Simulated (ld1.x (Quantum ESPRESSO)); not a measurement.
Before and after: RRKJ potential for V

- Element: V
- Generator: ld1.x (Quantum ESPRESSO) 7.5
- Type: norm-conserving RRKJ (Kleinman–Bylander form)
- Functional: LDA (PZ)
- Relativity: scalar-relativistic
- Frozen core: [Ne]
- Valence charge: 13
- Reference configuration: 3s2 3p6 3d3 4s1 4p0 (charge +1)
- Partial waves: 3p (bound): rc 1.35 bohr; 3d (bound): rc 2.15 bohr; 3s (bound): rc 0.85 bohr
- Local potential: the s channel
- Core correction: none
- rho0: 0.001

Occupied shells without a wave of their own: 4s. They enter only through the test configuration that unscreens the potential.

Change: core correction a·sin(br)/r model core inside 0.76 bohr (4s counted twice).

Cutoffs: the cutoffs (Ry, on a coarse ladder) from which the occupation-weighted sum of valence levels, in a spherical-Bessel basis at the reference potential, stays within 10 and 1 mRy of its value at 400 Ry; they do not see the model core or the augmentation charge, which bear on the density cutoff. Errors are all-electron minus pseudo energies relative to the spin-unpolarised reference configuration.

What does the change do?

The potential gets neither clearly harder nor softer (140 Ry and 260 Ry → 140 Ry and 260 Ry); of the 9 tests that both files solve, the error grows in 6 and shrinks in 3 by more than 15 % and 0.3 meV (median size 58.5 → 76.7 meV); neither file shows a bound ghost. In the changed file ld1.x takes every shell without a wave as core, so the model core holds the 4s electrons as well and exchange and correlation see them twice. This cancels in the reference configuration, but the file is broken for other ones, and its errors say nothing about a proper core correction. A model core, the more so a compact one, raises the density cutoff, which this test does not measure.

| quantity | base | changed |
| --- | --- | --- |
| cutoff, loose | 140 Ry | 140 Ry |
| cutoff, tight | 260 Ry | 260 Ry |
| bound ghosts | none | none |
| error for 3s2 3p6 3d3 4s2 4p0, meV [ΔE -7.94 eV] | +37 | -77 |
| error for 3s2 3p6 3d3 4s0 4p0, meV [ΔE 14.55 eV] | -58 | -277 |
| error for 3s2 3p6 3d2 4s0 4p0, meV [ΔE 43.70 eV] | +79 | -340 |
| error for 3s2 3p6 3d2 4s2 4p1, meV [ΔE -2.03 eV] | +278 | +47 |
| error for 3s2 3p6 3d3 4s0 4p1, meV [ΔE 4.18 eV] | -37 | -59 |
| error for 3s2 3p6 3d3.5 4s1.5 4p0, meV [ΔE -7.91 eV] | +20 | -58 |
| error for 3s2 3p6 3d3 4s1 4p1, meV [ΔE -4.53 eV] | +8.1 | -118 |
| error for 3s2 3p6 3d3 4s1 4p0 (spin-polarised), meV [ΔE -2.37 eV] | +203 | +24 |
| error for 3s2 3p6 3d3 4s2 4p0 (spin-polarised), meV [ΔE -9.57 eV] | +233 | +87 |
| s: phases at 2.36 bohr within 0.05 rad from the reference energy up to (Ry; the scan ends near 5) | to the end of the scan | to the end of the scan |
| p: phases at 2.36 bohr within 0.05 rad from the reference energy up to (Ry; the scan ends near 5) | to the end of the scan | to the end of the scan |
| d: phases at 2.36 bohr within 0.05 rad from the reference energy up to (Ry; the scan ends near 5) | 0.6 | 0.6 |

Base: The 4s level has no wave, so the channel is fitted at the deeper level alone: the likely source of the large errors.
